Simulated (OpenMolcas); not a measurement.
# 2s2 2p2 along the 6-electron sequence

```json
{
  "Program": "OpenMolcas 26.06",
  "Method": "SS-RASPT2, IPEA 0.25 Eh, imaginary shift 0.1 Eh",
  "Basis": "ANO-RCC-VQZP",
  "Scalar Hamiltonian": "DKH2, point nucleus",
  "Spin-orbit coupling": "RASSI with atomic mean-field integrals over the reference wave functions, term energies averaged over their components"
}
```

Active space for each ion: 2 electrons in 9 orbitals (RAS2 2p; RAS3 3s 3d, at most 1 electron); closed shells correlated by CASPT2: 1s 2s.

Computed levels in cm-1 above 3P0:

```tsv
Level	C	O2+	F3+	Ne4+
3P1	15.7	111	223	404
3P2	46.9	328	653	1168
1D2	9980	20540	25680	30730
1S0	26080	48920	60000	71010
weight of 3P in the lowest level (%)	100	100	100	100
```

Measured, with the error of the calculation in %. Measured levels: C from NIST Handbook of Basic Atomic Spectroscopic Data; O2+ from Moore, Selected Tables of Atomic Spectra, NSRDS-NBS 3, section 11; F3+ from Moore, Atomic Energy Levels, vol. I, NSRDS-NBS 35 (1971 reprint of NBS Circular 467, 1949); Ne4+ from NIST levels in Podobedova, Fuhr, Reader and Wiese, J. Phys. Chem. Ref. Data 33, 525 (2004).

```tsv
Level	C	O2+	F3+	Ne4+
3P1	16.4 (-4.4)	113 (-1.9)	225 (-0.9)	412 (-2.1)
3P2	43.4 (+8.0)		613 (+6.5)	1110 (+5.2)
1D2	10193 (-2.1)	20273 (+1.3)	25241 (+1.7)	30292 (+1.4)
1S0	21648 (+20.5)	43186 (+13.3)	53544 (+12.1)	63914 (+11.1)
```

The fine-structure level 3P2 changes by a factor of 24.9 from C to Ne4+. Its fourth root runs 2.62, 4.26, 5.06, 5.85, with steps per unit of Z of 0.82, 0.80, 0.79; equal steps would mean a (Z - σ)^4 law with constant σ.

1D2 changes by a factor of 3.08 over the same range, with steps per unit of Z of +5280, +5140, +5050 cm-1.

CASPT2 breaks the degeneracy within a term, and the mean is taken; among the terms shown or strongly mixed into the levels shown the widest spread is 98 cm-1 (2s2 2p2 1D, C). With the s shell closed, the reference lacks s² → p² mixing. No level of 2s2 2p 3d was computed, though it lies in the active space (holds for C). Some terms miss by over 15 % even with CASPT2, which points to a basis or an active space too small for the shells correlated (holds for C). Computed and measured levels are paired by configuration, term and J; levels that our copy of the source lacks, or whose pairing is in doubt (as where it misses far off the trend of its configuration), stay unpaired and out of the deviations. Only configurations of the active space appear.
